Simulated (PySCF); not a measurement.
**Interval between two levels of Rb by level of theory**

Rb [Kr] 5s1 [2S1/2, M_J = 1/2] → Rb [Kr] 4d1 [2D5/2, M_J = 5/2], as a difference of total energies. Computed with PySCF 2.14 in x2c-TZVPall-2c (8s9p7d1f, 77 functions), with the two-component X2C-1e Hamiltonian. Correlated levels: [Ar] 3d10 frozen; the 6 highest virtual spinors dropped. "Screened" scales the spin-orbit matrix elements by Boettger's factors to mimic the two-electron term; Breit and QED terms are absent.

| method | interval between two levels (cm⁻¹) | error (cm⁻¹) |
| --- | --- | --- |
| GHF (spin-free) | 17618 | -1737 |
| GMP2 (spin-free) | 19504 | +149 |
| GHF (screened spin-orbit) | 17615 | -1741 |
| GMP2 (screened spin-orbit) | 19503 | +148 |

Reference: 19355 cm⁻¹ (measured; NIST Handbook of Basic Atomic Spectroscopic Data (Sansonetti and Martin, J. Phys. Chem. Ref. Data 34, 1559 (2005))).

The spin-free rows lack the spin-orbit shift.

Errors of the correlated levels include the incompleteness of this basis and the frozen core.
